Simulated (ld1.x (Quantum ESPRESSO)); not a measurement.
**Before and after: ultrasoft potential for boron (B)**

ld1.x (Quantum ESPRESSO) 7.5 input, shortened:

```
&input
   title='B', zed=5., rel=1, dft='PBESOL', iswitch=3,
   config='[He] 2s1.5 2p1.5 3d-2'
 /
 &inputp
   pseudotype=3, tm=.true., lloc=-1, rcloc=2.80,
   nlcc=.true., new_core_ps=.true., rcore=0.60,
   which_augfun='PSQ', rmatch_augfun_nc=.true.
 /
5
2S  1  0   1.50   0.00  0.95  1.10  0.0
2S  1  0   0.00   3.05  0.95  1.10  0.0
2P  2  1   1.50   0.00  2.90  4.05  0.0
2P  2  1   0.00   0.20  2.90  4.05  0.0
3D  3  2  -2.00   0.25  2.65  2.80  0.0
 &test
   configts(1)='2s1.5 2p1.5'
 /
```

Change: wave 2p channel at 0.2 Ry: rcut 2.90, rcutus 4.05 bohr becomes 2p channel at 0.77 Ry: rcut 2.90, rcutus 4.05 bohr.

Cutoffs: the cutoffs (Ry, on a coarse ladder) from which the occupation-weighted sum of valence levels, in a spherical-Bessel basis at the reference potential, stays within 10 and 1 mRy of its value at 400 Ry; they do not see the model core or the augmentation charge, which bear on the density cutoff. Errors are all-electron minus pseudo energies relative to the spin-unpolarised reference configuration.

Question: How do hardness, ghosts and transferability respond?

Answer: The potential gets neither clearly harder nor softer (25 Ry and 35 Ry → 25 Ry and 35 Ry); the number of tests that count goes from 6 to 7; of the 6 tests that both files solve, the error grows in 0 and shrinks in 2 by more than 15 % and 0.3 meV (median size 14.1 → 6.4 meV); the range in which the p phases agree widens (upper end 0.5 → 1.9); neither file shows a bound ghost at the reference potential, the only one tested.

| quantity | base | changed |
| --- | --- | --- |
| cutoff, loose | 25 Ry | 25 Ry |
| cutoff, tight | 35 Ry | 35 Ry |
| bound ghosts | none | none |
| tests counted (converged, no solver errors) | 6 of 7 | 7 of 7 |
| error for 2s2 2p1, meV [ΔE -2.91 eV] | +0.4 | +0.4 |
| error for 2s2 2p0, meV [ΔE 5.23 eV] | +31 | +31 |
| error for 2s1 2p0, meV [ΔE 30.49 eV] | +77 | +77 |
| error for 2s1 2p2, meV [ΔE 2.91 eV] | +0.6 | +0.4 |
| error for 2s2 2p0.5, meV [ΔE -0.05 eV] | +21 | +8.5 |
| error for 2s0 2p3, meV [ΔE 8.75 eV] | +7.0 | +4.2 |
| s: phases at 4.41 bohr within 0.05 rad from the reference energy up to (Ry; the scan ends near 5) | to the end of the scan | to the end of the scan |
| p: phases at 4.41 bohr within 0.05 rad from the reference energy up to (Ry; the scan ends near 5) | 0.5 | 1.9 |
| d: phases at 4.41 bohr within 0.05 rad from the reference energy up to (Ry; the scan ends near 5) | 1.8 | 1.8 |
| lowest overlap eigenvalue by channel | s 0.38, p 0.17, d 0.95 | s 0.38, p 0.78, d 0.95 |

Base: Tests not counted: 2s1 2p1 (solver errors, printed error -43.4 eV).
